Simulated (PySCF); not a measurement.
Job for PySCF: R-B3LYP/6-31G* on C2H4 (SMILES C=C) with ghost functions, monomers drawn apart or pushed together.

```python
from pyscf import gto, scf, dft, mp
from pyscf.data.elements import chemcore

mol = gto.M(
    atom='''
    C    -0.33008738    0.76001272    6.32614317
    C    -0.00738083   -0.52392868    6.37819661
    H    -0.43000590    1.28621880    5.38458200
    H    -0.50789834    1.33846498    7.22471213
    H     0.09174687   -1.04749007    7.32143785
    H     0.17087251   -1.10506438    5.48156631
    ghost-C    0.72255759    0.10536951    0.54328835
    ghost-C   -0.56149168   -0.21801594    0.49865039
    ghost-H    1.31211242    0.21835379   -0.35854265
    ghost-H    1.23772250    0.27087242    1.48170338
    ghost-H   -1.15372802   -0.33155841    1.39853380
    ghost-H   -1.07401047   -0.38261182   -0.44149369
    ''',
    basis='6-31g*',
    cart=True,
    charge=0, spin=0, verbose=3, max_memory=1800)
mf = dft.RKS(mol, xc='b3lyp')
mf.conv_tol = 1e-8
mf.max_cycle = 100
mf.kernel()
if not mf.converged:
    mf = mf.newton().run(mf.mo_coeff, mf.mo_occ)
```

It printed:

```
converged SCF energy = -78.5873698455394
```

Self-consistency was reached.

Cost: roughly 3 core-seconds.
